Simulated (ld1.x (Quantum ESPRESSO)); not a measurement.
## Before and after: ultrasoft potential for zinc

| Quantity | Value |
| --- | --- |
| Element | Zn |
| Generator | ld1.x (Quantum ESPRESSO) 7.5 |
| Type | ultrasoft |
| Functional | PBE |
| Relativity | scalar-relativistic |
| Frozen core | [Ar] |
| Valence charge | 12 |
| Reference configuration | 3d10 4s1 4p1 |
| Partial waves | 4s (bound): rcut 1.50, rcutus 2.05 bohr; 4s channel at 2.7 Ry: rcut 1.50, rcutus 2.05 bohr; 4p (bound): rcut 1.90, rcutus 2.45 bohr; 4p channel at 1.7 Ry: rcut 1.90, rcutus 2.45 bohr; 3d (bound): rcut 0.55, rcutus 0.70 bohr; 3d channel at -0.6 Ry: rcut 0.55, rcutus 0.70 bohr |
| Local potential | all-electron potential smoothed inside 1.75 bohr (lloc = -1) |
| Core correction | a·sin(br)/r model core, default radius (core density twice the valence density) |
| Augmentation charge | built from norm-conserving waves at rcut, not smoothed further |

Change: local potential all-electron potential smoothed inside 0.95 bohr (lloc = -1).

Cutoffs: the cutoffs (Ry, on a coarse ladder) from which the occupation-weighted sum of valence levels, in a spherical-Bessel basis at the reference potential, stays within 10 and 1 mRy of its value at 400 Ry; they do not see the model core or the augmentation charge, which bear on the density cutoff. Errors are all-electron minus pseudo energies relative to the spin-unpolarised reference configuration.

What does the change do?

A bound ghost appears in s, which as a rule spoils a file; the errors of the 7 common tests hardly move; the range in which the p phases agree narrows (upper end 4.6 → 2.9). A state that the projectors do not describe sees the local part alone, so a deeper or shallower local part can create or remove a ghost.

| quantity | base | changed |
| --- | --- | --- |
| cutoff, loose | 300 Ry | 300 Ry |
| cutoff, tight | over 300 Ry | over 300 Ry |
| bound ghosts | none | s |
| error for 3d10 4s2 4p0, meV [ΔE -5.09 eV] | -1.3 | -1.4 |
| error for 3d10 4s1 4p0, meV [ΔE 4.80 eV] | -2.5 | -2.4 |
| error for 3d10 4s0 4p0, meV [ΔE 23.24 eV] | -29 | -28 |
| error for 3d9 4s0 4p0, meV [ΔE 63.78 eV] | -100 | -99 |
| error for 3d9 4s2 4p0, meV [ΔE 12.81 eV] | -167 | -168 |
| error for 3d10 4s0 4p1, meV [ΔE 11.13 eV] | -6.6 | -6.0 |
| error for 3d10 4s1.5 4p0, meV [ΔE -1.15 eV] | -0.2 | -0.2 |
| s: phases at 2.67 bohr within 0.05 rad from the reference energy up to (Ry; the scan ends near 5) | to the end of the scan | to the end of the scan |
| p: phases at 2.67 bohr within 0.05 rad from the reference energy up to (Ry; the scan ends near 5) | 4.6 | 2.9 |
| d: phases at 2.67 bohr within 0.05 rad from the reference energy up to (Ry; the scan ends near 5) | to the end of the scan | to the end of the scan |
| lowest overlap eigenvalue by channel | s 0.43, p 0.59, d 1.00 | s 0.21, p 0.36, d 0.91 |

 A true bound ghost makes a file unfit for plane-wave use even where its test errors are small: the radial tests pick states by their node count and pass the ghost by.
